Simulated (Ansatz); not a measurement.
Ansatz (a first-principles code) input file for H2ISi, SMILES [SiH2]I (connectivity only; charge and spin as stated), charge +1, multiplicity 1, B3LYP-D3(BJ)/def2-TZVP. 

Ansatz 0.2 input:
```yaml
crystal:
  periodic: [false, false, false]
  atoms:
    - {symbol: Si, position_ang: [-0.00000000, -0.00000000, -1.82069950]}
    - {symbol: I, position_ang: [0.00000000, 0.00000000, 0.57621343]}
    - {symbol: H, position_ang: [0.00000000, -1.27233078, -2.52475936]}
    - {symbol: H, position_ang: [0.00000000, 1.27233079, -2.52475936]}
basis:
  gaussian:
    orbitals: def2-TZVP
hamiltonian:
  xc: b3lyp
  dispersion: d3bj
total_charge: 1
relax: {f_tol: 0.002, max_steps: 200}
```

Log of the run:

```
WARN ansatz: RAYON_NUM_THREADS=1 ignored (pool sized by the plan → 1); use --threads N
Functional definition: B3LYP
integrals: 0.03 GiB planned
760 factors; their error is unknown
mean field: 0.28 GiB planned
mean field evaluation 1: about -16005.4200 eV, gradient 1.9e1 eV
mean field evaluation 2: about -16005.5324 eV, gradient 2.0e1 eV
mean field evaluation 4: about -16006.2670 eV, gradient 3.1e0 eV
mean field evaluation 8: about -16006.5353 eV, gradient 5.6e-2 eV
mean field -16006.53529454 eV, -588.2293224550 hartree, gradient 4.1e-5 eV, S^2 0.000000; 0 other end points of the search recorded, 0 dependent functions left out
the calculation of the forces begins
reference -16006.53550862 eV, -588.2293303223 hartree; 20, 20 occupied and 79, 79 virtual orbitals, 760 factors
relax step   1: F+E_penalty+E_count = -16006.70552769 eV  Δ(F+E_penalty+E_count) = +0.000e0 eV  max|allowed force component| = 1.481e0 eV/Å  Δτ_max = 0.0000 Å  (26 SCF iters, accepted)
these checks for a lower state are left out or cut short: starts, cluster_reference, orbital_swaps, neighbouring_geometries, increment
integrals: 0.03 GiB planned
760 factors; their error is unknown
mean field: 0.28 GiB planned
mean field evaluation 16: about -16006.2759 eV, gradient 9.1e0 eV
mean field -16006.56551266 eV, -588.2304329506 hartree, gradient 1.8e-5 eV, S^2 0.000000; 0 other end points of the search recorded, 0 dependent functions left out
the calculation of the forces begins
reference -16006.56572633 eV, -588.2304408028 hartree; 20, 20 occupied and 79, 79 virtual orbitals, 760 factors
relax step   2: F+E_penalty+E_count = -16006.73858777 eV  Δ(F+E_penalty+E_count) = -3.306e-2 eV  max|allowed force component| = 8.443e-1 eV/Å  Δτ_max = 0.0828 Å  (31 SCF iters, accepted)
these checks for a lower state are left out or cut short: starts, cluster_reference, orbital_swaps, neighbouring_geometries, increment
integrals: 0.03 GiB planned
760 factors; their error is unknown
mean field: 0.28 GiB planned
mean field -16006.58552133 eV, -588.2311682556 hartree, gradient 9.5e-6 eV, S^2 0.000000; 0 other end points of the search recorded, 0 dependent functions left out
the calculation of the forces begins
reference -16006.58573551 eV, -588.2311761265 hartree; 20, 20 occupied and 79, 79 virtual orbitals, 760 factors
relax step   3: F+E_penalty+E_count = -16006.75731981 eV  Δ(F+E_penalty+E_count) = -1.873e-2 eV  max|allowed force component| = 3.544e-2 eV/Å  Δτ_max = 0.0371 Å  (31 SCF iters, accepted)
these checks for a lower state are left out or cut short: starts, cluster_reference, orbital_swaps, neighbouring_geometries, increment
integrals: 0.03 GiB planned
760 factors; their error is unknown
mean field: 0.28 GiB planned
mean field evaluation 32: about -16006.3407 eV, gradient 6.0e-1 eV
mean field -16006.58567136 eV, -588.2311737692 hartree, gradient 2.5e-5 eV, S^2 0.000000; 0 other end points of the search recorded, 0 dependent functions left out
the calculation of the forces begins
reference -16006.58588556 eV, -588.2311816408 hartree; 20, 20 occupied and 79, 79 virtual orbitals, 760 factors
relax step   4: F+E_penalty+E_count = -16006.75742863 eV  Δ(F+E_penalty+E_count) = -1.088e-4 eV  max|allowed force component| = 7.462e-3 eV/Å  Δτ_max = 0.0028 Å  (31 SCF iters, accepted)
these checks for a lower state are left out or cut short: starts, cluster_reference, orbital_swaps, neighbouring_geometries, increment
integrals: 0.03 GiB planned
760 factors; their error is unknown
mean field: 0.28 GiB planned
mean field -16006.58568266 eV, -588.2311741841 hartree, gradient 2.5e-5 eV, S^2 0.000000; 0 other end points of the search recorded, 0 dependent functions left out
the calculation of the forces begins
reference -16006.58589687 eV, -588.2311820562 hartree; 20, 20 occupied and 79, 79 virtual orbitals, 760 factors
relax step   5: F+E_penalty+E_count = -16006.75743045 eV  Δ(F+E_penalty+E_count) = -1.812e-6 eV  max|allowed force component| = 2.583e-4 eV/Å  Δτ_max = 0.0003 Å  (31 SCF iters, accepted)
integrals: 0.03 GiB planned
760 factors; their error is unknown
mean field: 0.28 GiB planned
mean field evaluation 64: about -16006.5857 eV, gradient 6.1e-4 eV
mean field -16006.58568266 eV, -588.2311741841 hartree, gradient 2.5e-5 eV, S^2 0.000000; 1 other end points of the search recorded, 0 dependent functions left out
the calculation of the forces begins
reference -16006.58589687 eV, -588.2311820562 hartree; 20, 20 occupied and 79, 79 virtual orbitals, 760 factors
Total energy: -16006.75764465 eV, -588.2374936711 hartree
Atom 0 at    -0.000000     0.000000    -1.787297 Å, force    -0.000000    -0.000000     0.000254 eV/Å
Atom 1 at     0.000000    -0.000000     0.531388 Å, force     0.000000    -0.000000    -0.000258 eV/Å
Atom 2 at     0.000000    -1.273434    -2.519048 Å, force     0.000000    -0.000112     0.000002 eV/Å
Atom 3 at     0.000000     1.273434    -2.519048 Å, force     0.000000     0.000112     0.000002 eV/Å
Dipole moment:    -0.000000     0.000000    -1.035959 e Å
```

Self-consistency was reached.

Cost: about 6 core-seconds (a rough figure).
